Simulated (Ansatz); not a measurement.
**Question.** Name a neutral molecule of Al, C, O, Si and H with HOMO energy (PBE0/def2-TZVPP) between -7.40 and -7.10 eV and size of the dipole moment (ωB97M-V/def2-TZVPP) between 0.45 and 0.75 D (Ansatz, PBE0-D4/def2-TZVP geometry).

**Answer.** `C[SiH2][AlH][O][SiH3]` (-7.27 eV, 0.70 D); `C[O][AlH][SiH2][SiH3]` (-7.33 eV, 0.67 D). Other molecules can fit too; these were computed, each in one conformer that needn't be the lowest.
